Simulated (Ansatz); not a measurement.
Reaction 2 R1 → P1, each structure at its B3LYP-D3(BJ)/def2-TZVP stationary point, reached from a drawn start (curvature not checked).
P1: H2 (SMILES [H][H]), charge 0, multiplicity 1.
R1: H atom, charge 0, multiplicity 2.

P less R. No zero-point or thermal terms.

Run with Ansatz (Gaussian basis) for Hartree–Fock, density functionals and correlated methods. All values are computed, each at the level named.

### Question
One of these levels gives -113.12 kcal/mol for the reaction energy. Which?
(A) HF/cc-pVDZ
(B) PBE/def2-TZVPP
(C) SVWN5/def2-TZVPP

### Answer
C, SVWN5/def2-TZVPP. The others give -81.69 (HF/cc-pVDZ), -104.73 (PBE/def2-TZVPP)

Ansatz is a quantum-chemistry and plane-wave program.
